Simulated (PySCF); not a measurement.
Job file and geometry (Å, from GFN2-xTB) of an NMR shielding run on `CO[C@@H](CCl)[Si](Cl)(Cl)Cl`, C₃H₆Cl₄OSi, GIAO PBE0/pcSseg-1 NMR shielding, non-relativistic, gas phase in PySCF 2.14.0, density-fitted response routines; density fitting, a coarse starting grid and PySCF grid level 2 are the driver's defaults:

```
$ OMP_NUM_THREADS=1 python probes_run.py task.json out

{"job": {"kind": "nmr", "xc": "PBE0", "basis": "pcSseg-1"}, "charge": 0, "multiplicity": 1}
C      1.946284     0.940359     0.402873
O      0.785944     0.259104     0.820131
C     -0.237166     0.145077    -0.151263
C      0.099626    -0.948431    -1.167306
Cl    -1.252328    -1.170148    -2.295337
Si    -1.851484    -0.195745     0.863880
Cl    -1.694662     0.806251     2.597197
Cl    -3.472248     0.464834    -0.141113
Cl    -1.999147    -2.171522     1.219541
H      2.525314     0.359500    -0.322105
H      2.543696     1.091036     1.299763
H      1.694325     1.912722    -0.034991
H     -0.337036     1.098456    -0.694060
H      0.975379    -0.686456    -1.761290
H      0.269089    -1.897049    -0.657831
```

Problem. Write the output of this run.

Solution. 
```
coarse grid: 16184 points
cycle   1  E = -2322.3823712672  dE =  1.162e+00  |g| = 6.337e-01  |ddm| = 3.653e+00
cycle   2  E = -2322.3005206438  dE =  8.185e-02  |g| = 9.170e-01  |ddm| = 1.510e+00
cycle   3  E = -2322.4694601555  dE = -1.689e-01  |g| = 9.228e-02  |ddm| = 9.377e-01
cycle   4  E = -2322.4709554540  dE = -1.495e-03  |g| = 3.566e-02  |ddm| = 1.078e-01
cycle   5  E = -2322.4711843560  dE = -2.289e-04  |g| = 9.639e-03  |ddm| = 3.951e-02
cycle   6  E = -2322.4712055706  dE = -2.121e-05  |g| = 2.805e-03  |ddm| = 1.324e-02
cycle   7  E = -2322.4712073290  dE = -1.758e-06  |g| = 7.693e-04  |ddm| = 3.371e-03
final grid: 135976 points
cycle   8  E = -2322.5305390981  dE = -4.468e-05  |g| = 1.201e-02  |ddm| = 2.454e-02
cycle   9  E = -2322.5305143600  dE =  2.474e-05  |g| = 1.636e-02  |ddm| = 1.818e-02
cycle  10  E = -2322.5305641715  dE = -4.981e-05  |g| = 1.861e-03  |ddm| = 1.154e-02
cycle  11  E = -2322.5305647477  dE = -5.762e-07  |g| = 3.791e-04  |ddm| = 1.896e-03
cycle  12  E = -2322.5305647799  dE = -3.216e-08  |g| = 7.785e-05  |ddm| = 4.280e-04
cycle  13  E = -2322.5305647811  dE = -1.271e-09  |g| = 2.928e-05  |ddm| = 1.158e-04
cycle  14  E = -2322.5305647813  dE = -1.928e-10  |g| = 7.140e-06  |ddm| = 3.138e-05
converged SCF energy = -2322.5305647813

GIAO shielding tensors (ppm)
atom      isotropic    diamagn.    paramagn.     s11        s22        s33       span
  0 C      125.335     245.112    -119.777     85.508    105.520    184.976     99.468
  1 O      300.940     398.085     -97.145    272.449    291.142    339.227     66.778
  2 C      102.928     251.223    -148.295     80.164     83.636    144.984     64.820
  3 C      141.404     247.597    -106.193    116.868    136.875    170.468     53.600
  4 Cl     896.125    1146.513    -250.388    792.957    847.779   1047.638    254.682
  5 Si     326.601     873.841    -547.239    315.832    319.309    344.663     28.830
  6 Cl     832.266    1147.317    -315.051    717.678    822.055    957.065    239.387
  7 Cl     794.476    1146.302    -351.826    689.798    766.000    927.630    237.832
  8 Cl     853.536    1147.153    -293.617    735.055    843.172    982.382    247.327
  9 H       28.095      30.054      -1.959     23.014     26.080     35.191     12.177
 10 H       27.715      28.739      -1.024     23.256     24.820     35.070     11.814
 11 H       28.686      29.798      -1.113     24.673     26.133     35.251     10.578
 12 H       28.652      32.439      -3.786     27.537     28.712     29.709      2.171
 13 H       27.683      30.083      -2.400     20.600     28.119     34.331     13.731
 14 H       28.212      30.331      -2.118     25.915     26.523     32.200      6.285
```

Problem. Turn these shieldings into chemical shifts. Chemical shifts δ = σref − σ; ¹³C (σ = 186.93 ppm) and ²⁹Si (σ = 349.16 ppm) and ¹H (σ = 31.72 ppm) against TMS; ¹⁷O (σ = 336.08 ppm) against H2O; ³⁵Cl (σ = 949.78 ppm) vs HCl, all at this level.

Solution. Averaging equivalent atoms: C 2: 84.0; C 0: 61.6; C 3: 45.5; O 1: 35.1; Cl 6/7/8: 123; Cl 4: 54; Si 5: 22.6; H 13: 4.03; H 9/10/11: 3.55; H 14: 3.50; H 12: 3.06 ppm. Experimental scales use liquid or dissolved standards, which lie at an offset from isolated H2O (liquid H2O: subtract about 36 ppm).

Size and cost of the density-fitted run: 218 basis functions, 73 s wall time on 1 thread of an Arm Neoverse V1, shared host; peak memory 0.95 GiB.
